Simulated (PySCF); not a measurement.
Species: C₅H₄F₂O.
SMILES with atom numbers: `[CH:1]#[C:2]/[CH:3]=[C:4](/[F:5])[O:6][CH2:7][F:8]` (hydrogens: H9 on C1; H10 on C3; H11, H12 on C7)

Method used: TDDFT PBE0/def2-SVPD, vertical, gas phase, core orbitals frozen in the response in PySCF 2.14.0, density-fitted response routines. Isolated species at its GFN2-xTB geometry (one conformer only). Torsions of this conformer, `[CH:1]#[C:2]/[CH:3]=[C:4](/[F:5])[O:6][CH2:7][F:8]`: C3–C4–O6–C7 -1°, C4–O6–C7–F8 73°.

Computed states:

```csv
state,E (eV),f
S1,5.61,0.175
S2,5.73,0.068
S3,5.88,0.013
S4,6.60,0.0035
S5,7.21,0.026
S6,7.37,0.0027
```

Broadening: Gaussians 0.4 eV wide at half height, area fixed by f = 4.319×10⁻⁹ ∫ε dν̃. The width is an assumption, not a result. The curve ends short of the highest state used, and states not computed would add to its high-energy end.

Task: Give the broadened spectrum and its maxima.

Result: 
```
E (eV)  ε (L mol⁻¹ cm⁻¹)
  5.01                22
  5.09               106
  5.17               412
  5.24              1129
  5.32              2919
  5.39              5627
  5.47              9781
  5.55             13823
  5.62             15849
  5.70             15415
  5.78             12413
  5.85              8865
  5.93              5153
  6.00              2816
  6.08              1230
  6.16               472
  6.23               198
  6.31               106
  6.38               119
  6.46               173
  6.54               223
  6.61               237
  6.69               217
  6.77               197
```

Maxima: 220 nm (5.65 eV), ε about 16000, made up of S1 (72%) and S2 (26%); 188 nm (6.60 eV), ε about 240, made up of S4 (99%) (ε in L mol⁻¹ cm⁻¹; maxima over ε = 5, shares over 10%). At its high-energy end, 6.77 eV, the curve is still rising (ε about 200, from S4 and S5).

Task: What would ε be at 5.65 eV, the highest of these maxima, with half the width (0.2 eV)?

Result: About 27700 L mol⁻¹ cm⁻¹ against 16000, a factor of about 1.7; a lone state at its own centre would give exactly 2.

Task: On this curve, what absorbance would a 10⁻⁴ mol/L sample give at 222 nm over a 1 cm path?

Result: 222 nm is 5.585 eV, where ε is about 15000 L mol⁻¹ cm⁻¹, so A = ε c l ≈ 1.5 (Beer–Lambert, with the gas-phase spectrum and the assumed width).

Task: Coming from long wavelengths, where does ε first pass 100 L mol⁻¹ cm⁻¹?

Result: At about 244 nm (5.09 eV), 0.53 eV below S1.
